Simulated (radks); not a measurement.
Spherical quantum dot in the effective-mass picture: electrons in a hard-walled sphere of radius 3.63, with a point charge +2 (a donor) at the centre, all in effective atomic units (hartree* = m*/eps^2 hartree, bohr* = eps/m* bohr), one dielectric constant everywhere. Method: non-relativistic Kohn-Sham, exchange-only LDA, spin-polarised, spherical densities; computed with a radial shooting solver with Libxc functionals. Levels are named by radial order and angular momentum (1s, 1p, 1d, 2s, ...), and open shells are averaged over m.

N = 14, configuration 1s2 1p6 1d(up 4, down 0) 2s2. This is the lowest configuration that the search found. Occupied and some empty levels:

level,occupation,eigenvalue (hartree*),<r> (bohr*)
1s up,1,4.4885,1.719
1s down,1,4.5451,1.600
1p up,3,4.8669,2.392
1p down,3,4.9621,2.380
2s up,1,5.1122,1.611
2s down,1,5.1636,1.712
1d up,4,5.2598,2.524
1d down,0,5.3596,2.521
1f up,0,5.7689,2.617
1f down,0,5.8706,2.616
1g up,0,6.3885,2.690
2p up,0,6.4240,1.833
2p down,0,6.4784,1.829
1g down,0,6.4906,2.691

Energy (hartree*): total 32.1244, kinetic 15.461, external -17.643, Hartree 39.413, exchange-correlation -5.1063.
